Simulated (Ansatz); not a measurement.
Frontier orbitals of `BN=C1CC1`.

```xyz
11

B    -2.297    0.138    0.825
N    -1.024    0.062    0.368
C     0.130   -0.008   -0.046
C     1.454   -0.611    0.069
C     1.135    0.454   -0.998
H    -3.126   -0.584    0.350
H    -2.554    0.928    1.689
H     1.585   -1.636   -0.263
H     2.084   -0.318    0.903
H     1.555    1.446   -0.865
H     1.057    0.129   -2.030
```

Charge 0, multiplicity 1. All single points use the PBE0-D4/def2-TZVP geometry. Basis def2-TZVPP, Ansatz 0.2.0.

Orbital energies of one run (eV). Highest occupied ones, from the top: -5.83, -6.83, -8.13, -9.37, -9.46, -9.68, -9.78, -12.33, -13.10, -15.09, -15.39, -21.07, -23.12, -177.08. Empty: -1.55, -0.65, 0.37, 1.12, 1.62, 1.66.

Question: Which functional gave them?
A. ωB97M-V
B. BLYP
C. CAM-B3LYP
D. BHLYP

Answer: B. HOMO energies: BLYP -5.83, CAM-B3LYP -8.47, ωB97M-V -9.37, BHLYP -8.23 eV.
